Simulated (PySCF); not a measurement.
A structure optimised at B3LYP-D3(BJ)/def2-TZVP, used in a PySCF frequency run:

```xyz
7

Al     0.1336    -0.6934    -0.6264
F     -1.4175    -0.7468    -1.2139
H      1.1494    -1.7141    -1.2674
Si     0.5650     0.9626     1.1291
H      0.3087     2.3378     0.6286
H      1.9726     0.9014     1.5993
H     -0.3206     0.7341     2.2997
```

Problem. Write its SMILES and formula.

Solution. [F][AlH][SiH3], AlFH4Si

Problem. What are its rotational constants (standard atomic weights)?

Solution. 18.556, 2.9422, 2.6159 GHz
